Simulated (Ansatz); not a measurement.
The input (input.yaml):

```yaml
crystal:
  periodic: [false, false, false]
  atoms:
    - { symbol: Hf, position_ang: [0.007933, 0.000492, 0.022401] }
    - { symbol: O, position_ang: [0.019796, 0.002331, 2.0408] }
    - { symbol: H, position_ang: [-0.538535, 0.472496, 2.684708] }
    - { symbol: F, position_ang: [1.555094, 0.8489, -0.712399] }
    - { symbol: F, position_ang: [-1.509964, 0.986459, -0.573096] }
    - { symbol: F, position_ang: [-0.246907, -1.887827, -0.566362] }
    - { symbol: O, position_ang: [1.556684, -2.436886, 1.501156] }
    - { symbol: Al, position_ang: [0.38581, -3.454094, 0.655899] }
    - { symbol: H, position_ang: [1.03709, -4.444883, -0.41148] }
    - { symbol: H, position_ang: [-1.028391, -3.676676, 1.384227] }
    - { symbol: H, position_ang: [1.222188, -1.851611, 2.228246] }
basis:
  gaussian: { orbitals: def2-SVP }
hamiltonian:
  xc: pbe
  dispersion: d4
relax:
  f_tol: 0.03
  max_steps: 50
output:
  orbitals: {}
```

Command:

```bash
$ ansatz run input.yaml --threads 4 --pin off --max-ram 5120MiB --backend cpu --events-out ev --progress --plain --runs-dir out
```

Hardware: 4 threads of Arm Neoverse V2 (shared host).

Roughly how long does this run take, and how much memory?

67 s, with a peak of 0.21 GiB, for 29 ionic steps.
